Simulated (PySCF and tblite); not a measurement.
Results of a calculation; reference values are marked as such.
System: C5H9NSi, numbered as in [N:1]#[C:2][C@@H:3]1[CH2:4][CH2:5][SiH2:6][CH2:7]1.

For the inversion of the 5-membered ring (3–4–5–6–7): electronic barrier 4.70 kcal/mol, zero-point change -0.15 kcal/mol, thermal and entropy terms at 298.15 K a further 0.45 kcal/mol (symmetry numbers apart). The minimum is C1, the saddle C1. The path came from a restrained scan, a climbing-image band and a saddle search at GFN2-xTB; energies are BP86/pcSseg-1 + D3(BJ)//GFN2-xTB, thermal terms GFN2-xTB. Rate constants are transition-state-theory values, counting equivalent paths, without tunnelling. Programs: tblite and PySCF.

(1) How many equivalent paths lead out of the minimum?

(2) Work out the rate at 298.15 K.

Answers

(1) 1: the symmetry number of the minimum is 1, that of the saddle displaced along its mode 1.

(2) ΔG‡ = 5.00 kcal/mol; k_B T/h = 6.2×10¹² s⁻¹; exp(−ΔG‡/RT) = 0.00022; times 1 gives k = 1.3×10⁹ s⁻¹. Wigner's tunnelling factor for the 61i cm⁻¹ mode would be 1.00.
